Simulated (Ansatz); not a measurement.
Consider the ligand exchange at a B–C bond: `CB(C)C[SiH3]` + H–F → `CB(C)F` + `C[SiH3]`.

Isolated molecules relaxed with PBE0-D4/def2-TZVP in Ansatz; ΔE leaves out vibrations. CCSD(T)/CBS adds triple-zeta CCSD(T) − MP2 to the extrapolated MP2 energy (def2 sets, frozen cores). This one scheme is used for every species. DFT in def2-TZVPP. One conformer a species, not always the lowest.

```csv
species,r2SCAN0 energy (Eh)
`CB(C)C[SiH3]`,-435.22853
H–F,-100.43389
`CB(C)F`,-204.54875
`C[SiH3]`,-331.16822
```

Q: Work out ΔE.

A: ΔE = (-204.54875) + (-331.16822) − (-435.22853) − (-100.43389) = -0.05455 Eh = -143.2 kJ/mol. CCSD(T)/CBS gives -130.5 kJ/mol.

Q: What do rigid-rotor, harmonic-oscillator terms from PBE0-D4/def2-TZVP frequencies (298.15 K, 1 bar) make of the CCSD(T)/CBS value? (Estimate.)

A: Ansatz gave: ΔZPE = +4.9 kJ/mol, ΔH = -128.6 kJ/mol, ΔS = 11 J/(mol·K), ΔG = -132.0 kJ/mol. Modes under 50 cm⁻¹ make the entropy rough.

Largest T1 diagnostic among the species: 0.011.

The D4 term adds +14.9 kJ/mol with B3LYP and +8.6 kJ/mol with PBE0; it sums over pairs of atoms, weighted by their polarisabilities, and B3LYP, whose exchange is more repulsive, gets the larger term. At CCSD(T), def2-SVP lies −26.1 kJ/mol from the extrapolated value and def2-TZVPP −4.7 kJ/mol. In def2-TZVPP, CCSD(T) changes the Hartree–Fock value by +31.6 kJ/mol (the triples alone add +3.8 kJ/mol) and MP2 by +37.3 kJ/mol.

B3LYP here is the variant with VWN-RPA as its local correlation; programs differ in this.
